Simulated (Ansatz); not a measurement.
The cluster HgF2. Charge 0, multiplicity 3. Geometry B3LYP-D4/def2-TZVP; atoms count from 1.

```xyz
3

Hg    0.8173    0.4623   -0.4753
F     0.5065   -1.0983    0.9680
F    -1.3238    0.6360   -0.4927
```

In the def2 sets Hg takes a core potential; there is no spin–orbit coupling. At PBE0-D4/def2-TZVP a singlet of charge 0 lies 3.54 eV below the triplet, each at its own geometry. The structure comes from a short search, and lower isomers may exist.

**Question.** Estimate the Mulliken populations from the PBE0/def2-TZVP orbitals of Ansatz.

**Answer.** 
```tsv
atom	charge (e)	spin (α − β)	d electrons
Hg1	0.61	0.88	9.85
F2	-0.31	0.56	–
F3	-0.31	0.56	–
```
Mulliken values depend strongly on the basis.

**Question.** Where does the spin sit?

**Answer.** Summed by element: Hg 0.88, F 1.12, of 2 unpaired in all. Largest on single atoms: Hg1 0.88, F2 0.56, F3 0.56.

**Question.** And the Mayer bond orders between heavy atoms (over 0.3)?

**Answer.** Hg1–F2 0.49 (2.15 Å); Hg1–F3 0.49 (2.15 Å).
